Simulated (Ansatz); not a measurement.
Ansatz results at the PBE0-D4/def2-TZVP geometry: ideal-gas entropy at 298 K and 1 bar (rigid rotor, harmonic PBE0-D4/def2-TZVP) 325 J/(mol·K); size of the dipole moment (PBE/def2-TZVPP) 0.73 D; size of the dipole moment (B3LYP/def2-TZVPP) 0.90 D.

Each molecule was computed in one conformer, which needn't be the lowest.

Task: Which molecule gave them?
A. `[CH2][CH2][GeH3]`•
B. `[NH][SiH](O)Cl`•
C. `[CH2]CCF`•
D. `C[SiH]([O])F`•

Result: B. The others give `[CH2][CH2][GeH3]`•: 318, 0.45, 0.44; `C[SiH]([O])F`•: 317, 2.73, 2.43; `[CH2]CCF`•: 305, 1.71, 1.82.

B3LYP here is the variant with VWN-RPA as its local correlation; programs differ in this.
